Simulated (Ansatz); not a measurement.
A nudged elastic band was laid between two geometries of B2GeH6 (9 atoms, charge 0, multiplicity 1).

Level of theory: RKS BHLYP/def2-SVP (Ansatz 0.2.0).

```yaml
movable_images: 5
climbing_image: yes
spring: 5.0 eV/Å²
optimiser: quadratic models (default)
start_path: IDPP
force_threshold: 0.05 eV/Å
iteration_limit: 60
end_points: relaxed
```

First end point:

```xyz
9
Properties=species:S:1:pos:R:3
B -1.033 0.664 -1.223
Ge 0.699 0.284 -0.158
B 0.235 -0.988 1.405
H -1.369 -0.052 -2.122
H -1.741 1.586 -0.935
H 1.292 1.597 0.381
H 1.753 -0.361 -1.074
H 0.274 -2.176 1.260
H -0.110 -0.555 2.467
```

Last end point:

```xyz
9
Properties=species:S:1:pos:R:3
B -1.036 0.670 -1.203
Ge 0.711 0.285 -0.165
B 0.236 -0.994 1.388
H -1.748 1.579 -0.886
H -1.378 -0.033 -2.110
H 1.306 1.592 0.384
H 1.758 -0.354 -1.093
H 0.286 -2.182 1.244
H -0.135 -0.563 2.442
```

Problem. Which bonds break or form, and what moves?

Solution. No bond is made or broken. The dihedral H5–B1–Ge2–B3 goes from 90 to -89°. The two ends are copies of one structure, up to a mirror image or an exchange of like atoms.

Problem. Give the energies along the band, and the barrier.

Solution. It converged. The highest image is number 3 of 0 to 6, 0.040 eV above the ends, which have the same energy within 2 meV. A vibrational analysis at the climbing image gives one clearly imaginary mode, 129i cm⁻¹: a first-order saddle point.

```csv
image,path coordinate (Å),energy (eV),dihedral H5–B1–Ge2–B3 (°)
0,0.00,0.000,90
1,0.72,0.010,121
2,1.43,0.029,152
3,2.15,0.040,-180
4,2.86,0.028,-151
5,3.58,0.009,-121
6,4.30,0.000,-89
```

Problem. What is the geometry of the highest image?

Solution. 
```xyz
9
Properties=species:S:1:pos:R:3
B -1.112 0.794 -1.076
Ge 0.640 0.379 -0.030
B 0.395 -1.285 1.158
H -2.096 0.122 -0.956
H -1.153 1.729 -1.822
H 0.995 1.635 0.788
H 1.766 0.201 -1.065
H 0.611 -2.385 0.734
H -0.045 -1.191 2.268
```

Problem. What are the harmonic wavenumbers there?

Solution. 129i, 126, 132, 351, 523, 536, 556, 602, 759, 763, 890, 947, 947, 1201, 1213, 2153, 2160, 2641, 2648, 2741, 2751 cm⁻¹.

The run took 97 s on 1 thread of Arm Neoverse V1 (shared host), peak memory 0.18 GiB.
